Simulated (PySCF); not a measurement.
Q: Give a GFN2-xTB geometry of `OC1=CC=CC=C1Cl`.

A: 
```xyz
13
C6H5ClO angstrom
O      2.4136   -0.3361   -0.3781
C      1.0853   -0.1938   -0.1975
C      0.2166   -1.1421   -0.7298
C     -1.1482   -1.0158   -0.5568
C     -1.6714    0.0551    0.1488
C     -0.8229    1.0082    0.6857
C      0.5413    0.8794    0.5100
Cl     1.6311    2.0695    1.1764
H      2.8682    0.4042    0.0546
H      0.6415   -1.9694   -1.2755
H     -1.8076   -1.7600   -0.9767
H     -2.7371    0.1531    0.2835
H     -1.2148    1.8483    1.2377
```

Orientation and origin are arbitrary. Atoms count from 1 in this order. Of the pairs four or more bonds apart, Cl8···H9 is among the closest relative to their van der Waals radii: 2.36 Å, 80 % of the sum of Bondi's values. The 8 heavy atoms lie in one plane (0.000 Å rms). The 6-membered ring C2–C3–C4–C5–C6–C7 has internal angles of 118.3° to 121.4° (sum 720°, against 720° for a flat polygon); it is planar, 0.00 Å rms from its mean plane, widest ring torsion 0°. O1 (phenol-type oxygen) is bent (angle 108.7°).

Bonds between heavy atoms (Å): O1–C2 1.348, C2–C3 1.392, C3–C4 1.382, C4–C5 1.385, C5–C6 1.384, C6–C7 1.382, C7–Cl8 1.746, C2–C7 1.396.

Computed geometry: GFN2-xTB, gas phase.

Point group: Cs (tolerance 0.08 Å). GFN2-xTB frequencies: not computed here. One conformer, not necessarily the lowest (H–O1–C2–C3 180°).
